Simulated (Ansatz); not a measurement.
`CC[N](CC)[Ge]([F])([O]C)[O]C` at its PBE0-D4/def2-TZVP geometry, where that method's forces vanish. Charge 0, multiplicity 1.

```xyz
27

C    -2.6365   -0.7495   -0.5356
C    -1.2492   -1.3189   -0.7883
N    -0.1536   -0.3917   -0.5616
C    -0.0293    0.6784   -1.5349
C     1.2931    1.4125   -1.4467
Ge    0.5635   -0.2231    1.0885
F    -0.2117   -1.4647    2.0240
O     2.2909   -0.4636    1.1780
C     2.8661   -1.5982    0.5634
O     0.3519    1.3146    1.9013
C    -0.9531    1.8186    2.0962
H    -2.7505   -0.4622    0.5127
H    -2.8329    0.1282   -1.1555
H    -3.4030   -1.4945   -0.7640
H    -1.1007   -2.1963   -0.1561
H    -1.1777   -1.6660   -1.8276
H    -0.8500    1.4066   -1.4508
H    -0.1239    0.2255   -2.5308
H     1.4160    1.9159   -0.4834
H     2.1334    0.7290   -1.5834
H     1.3446    2.1798   -2.2215
H     2.5008   -1.7421   -0.4603
H     2.6646   -2.5089    1.1373
H     3.9459   -1.4421    0.5278
H    -1.5067    1.9105    1.1539
H    -0.8592    2.8128    2.5366
H    -1.5327    1.1896    2.7805
```

Problem. What forces (eV/Å) does ωB97M-V/def2-TZVPP give on these atoms in Ansatz 0.2.0? (Estimate.)

Solution. The calculation gave: 
```
C1  -0.167  0.073  0.023
C2  -0.023 -0.295 -0.098
N3   0.136  0.011  0.220
C4  -0.188  0.105 -0.241
C5   0.178  0.105  0.018
Ge6  0.033  0.059 -0.058
F7  -0.050 -0.054  0.033
O8  -0.077  0.197  0.098
C9   0.151 -0.258 -0.132
O10  0.216 -0.081 -0.039
C11 -0.292  0.132  0.068
H12  0.018 -0.011 -0.049
H13  0.017 -0.051  0.037
H14  0.058  0.056  0.018
H15 -0.013  0.058 -0.046
H16 -0.011  0.022  0.077
H17  0.055 -0.054  0.004
H18  0.005  0.039  0.067
H19 -0.007 -0.033 -0.051
H20 -0.052  0.029  0.014
H21  0.001 -0.055  0.057
H22  0.023  0.016  0.074
H23  0.012  0.079 -0.045
H24 -0.094 -0.027 -0.004
H25  0.043 -0.017  0.049
H26 -0.024 -0.086 -0.040
H27  0.050  0.043 -0.056
```
